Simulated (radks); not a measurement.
Effect of the nuclear size on the selenium ion Se3+, [Ar] 3d10 4s2 4p1. All-electron calculation, Dirac Kohn-Sham, PBE, spin-unpolarised, spherical densities, finite nucleus; open shells fill j = l - 1/2 first; Fermi nuclear charge, rms radius 4.14 fm. Program: a radial shooting solver on a logarithmic mesh with Libxc functionals. The rms radius is varied about that value; shifts are against it.

| rms radius (fm) | total energy shift (eV) | density at nucleus (e/bohr^3) | 1s1/2 shift (meV) | 2s1/2 shift (meV) | 3s1/2 shift (meV) | 3p1/2 shift (meV) | 4s1/2 shift (meV) |
|---|---|---|---|---|---|---|---|
| 3.5273 | -0.128 | 4.023e+04 | -54.3 | -5.40 | -0.822 | 0.091 | -0.089 |
| 4.0075 | -0.0293 | 3.987e+04 | -12.4 | -1.24 | -0.188 | 0.021 | -0.020 |
| 4.14 | 0 | 3.977e+04 | 0.000 | 0.000 | 0.000 | 0.000 | 0.000 |
| 4.3677 | 0.0524 | 3.962e+04 | 22.2 | 2.21 | 0.337 | -0.037 | 0.036 |
| 4.8604 | 0.175 | 3.932e+04 | 74.2 | 7.37 | 1.12 | -0.124 | 0.121 |

Slopes of the eigenvalues against <r^2> in GHz/fm^2, as finite differences over the two radii next to the reference (eigenvalue slopes, not the field-shift constants of lines): 1s1/2 2780, 2s1/2 276, 3s1/2 42.1, 3p1/2 -4.65, 4s1/2 4.54.
